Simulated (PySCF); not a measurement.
C$_{2}$H$_{6}$BO$_{2}$ (SMILES CO[B]OC), doublet, at a GFN2-xTB geometry, with bond 6-1 at 1.3 times its length. Base run: B3LYP/STO-3G in PySCF.

Geometry (Å):
```xyz
11

C      1.9464     0.5980     0.2847
O      1.3163    -0.6339    -0.0719
B      0.0033    -0.8183    -0.2091
O     -0.8759     0.2070    -0.0181
C     -2.2717     0.1379    -0.1112
H      0.9828     1.6269     0.4245
H      2.4766     0.4515     1.2271
H      2.6593     0.8551    -0.5000
H     -2.7026    -0.0300     0.8807
H     -2.6329     1.0932    -0.4983
H     -2.5948    -0.6672    -0.7780
```
Charge 0, spin multiplicity 2.
Orbitals are unrestricted.
All else is at PySCF's defaults.
Base energy -251.72741 Eh.

Each row names what was changed in the base input (with any setting that the change needs).

```
change                                                                            ΔE vs base (µEh)  SCF cycles  <S^2>        outcome
--------------------------------------------------------------------------------  ----------------  ----------  -----  -------------
base                                                                                           0.0          11  0.752      converged
conv_tol = 1e-12                                                                               0.0          15  0.752      converged
solver = newton                                                                                0.0           -  0.752      converged
DIIS = EDIIS                                                                                     -          50      -  not converged
level_shift = 0.5 (with mf.max_cycle = 100)                                                    0.0          19  0.752      converged
init_guess = 1e                                                                                0.0          24  0.752      converged
level_shift = 1.0 (with mf.max_cycle = 100)                                                    0.0          30  0.752      converged
DIIS = ADIIS                                                                                   0.0          15  0.752      converged
init_guess = atom                                                                              0.0          11  0.752      converged
diis = off; damp = 0.3 (with mf.diis_start_cycle = 200; with mf.max_cycle = 150)               0.0          19  0.752      converged
diis_space = 2                                                                                 0.0          20  0.752      converged
conv_tol_grad = 1e-7                                                                           0.0          16  0.752      converged
init_guess = mod_huckel                                                                        0.0          14  0.752      converged
```

Open shells are given as the SCF converged; they aren't shown to be the lowest states, and a large step between rows can be another state.
